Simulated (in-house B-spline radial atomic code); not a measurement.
**RPA and G0W0 on BHandHLYP: the indium ion In²⁺**

Configuration [Kr] 4d10 5s1, highest spin, mean-field start BHandHLYP. Computed with an all-electron radial atomic-structure program (B-spline basis): all electrons, non-relativistic, point nucleus, each spin shell either full or empty, empty states to l = 9 with an (l + 1/2)⁻⁴ tail; G0W0 by contour deformation at full frequency.

Without relativity these are model numbers: it shifts the levels of so heavy an element strongly and can reorder them.

Command:
```bash
python run_gw.py task.json out
```
Settings (radii: box in bohr, nucleus in fm):
```
Z                        49
electrons                47
configuration            [Kr] 4d10 5s1
hamiltonian              nr
method                   bhandhlyp
lmax                     9
spin_polarised           True
box_radius               17.55
intervals                54
ion_configuration        [Kr] 4d10
```

Time taken, with all properties: 8.3 s on 1 thread of Arm Neoverse N1 (shared host).

Energies (hartree):

```tsv
term	value
mean-field total	-5741.78601
Hartree-Fock functional on these orbitals	-5739.37064
direct second order	-3.9221
second-order exchange	1.0891
SOSEX correction	1.0179
```

(1) What is the RPA correlation energy, and what remains with SOSEX?

Quasi-particle levels (eV):

```tsv
level	occupied	mean field	Σx - vxc	Σc	QP weight	G0W0
5s up	yes	-24.763	-0.99	?	?	?
4d down	yes	-42.14	-3.99	0.52	0.931	-45.61
4d up	yes	-42.32	-4.05	0.61	0.866	-45.77
5s down	no	-19.828	3.89	-2.18	0.951	-18.122
```

G0W0 = mean field + (Σx - vxc) + Σc, with Σc (partial-wave tail included) taken at the quasi-particle energy. Only the outer levels were computed. Levels of low weight are left out.

(2) Where does G0W0 put 5s up?

(3) What does it cost to remove one electron (to [Kr] 4d10) by differences of total energies, each species on its own start (correlation terms add to the Hartree-Fock functional)?

Results:

(1) RPA gives -3.4763 hartree (-2.01 eV per electron); RPA + SOSEX gives -2.4584, and the second-order doubles -2.833 hartree (no singles). RPA lacks exchange-type terms and so overcorrelates at short range.

(2) At -27.390 eV, with Σc = -1.64 eV and a quasi-particle weight of 0.965. The tabulated removal energy is 28.044 eV (NIST, measured); the calculation leaves out relativity, Breit and QED terms, and what these don't explain is the method's own error.

(3) BHandHLYP 26.942 eV, Hartree-Fock functional 25.537 eV, + RPA 27.222 eV, + RPA + SOSEX 26.650 eV, + second order 27.388 eV. Tabulated: 28.044 eV (NIST, measured); the calculation leaves out relativity, Breit and QED terms, and what these don't explain is the method's own error.
